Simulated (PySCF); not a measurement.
An isoelectronic set: 59 electrons

r²SCAN in PySCF with x2c-SVPall on every atom, spin-free X2C, for the lowest determinant that a PBE0 search found; no spin–orbit coupling. All have 59 electrons, 11 of them in the valence shells, and the same state, a doublet (π ↑). For ions De leads to the atom and ion picked by measured ionisation energies and electron affinities.

```json
{"species": "SnF", "difference of nuclear charges": "41", "Re (Å)": "1.962", "ωe (cm⁻¹)": "608", "k (mdyn/Å)": "3.57", "De (eV)": "4.80", "dissociates to": "Sn + F", "Mayer bond order": "0.95"}
{"species": "SbO", "difference of nuclear charges": "43", "Re (Å)": "1.844", "ωe (cm⁻¹)": "840", "k (mdyn/Å)": "5.88", "De (eV)": "3.81", "dissociates to": "Sb + O", "Mayer bond order": "2.08"}
{"species": "CI", "difference of nuclear charges": "47", "Re (Å)": "2.050", "ωe (cm⁻¹)": "629", "k (mdyn/Å)": "2.56", "De (eV)": "3.05", "dissociates to": "C + I", "Mayer bond order": "1.60"}
{"species": "SbF⁺", "difference of nuclear charges": "42", "Re (Å)": "1.886", "ωe (cm⁻¹)": "712", "k (mdyn/Å)": "4.90", "De (eV)": "4.26", "dissociates to": "Sb⁺ + F", "Mayer bond order": "1.15"}
```

Q: Which member of the whole set has the stiffest bond, and how does it compare with the softest?

A: SbO with k = 5.88 mdyn/Å, 2.3 times that of CI.

Spin–orbit coupling is left out, which matters for elements this heavy, above all for dissociation energies. For an ion De counts to the pair picked by the measured ionisation energies or electron affinities, which need not be the lowest pair at this level. States were picked by a PBE0 search and need not be the measured ground states.
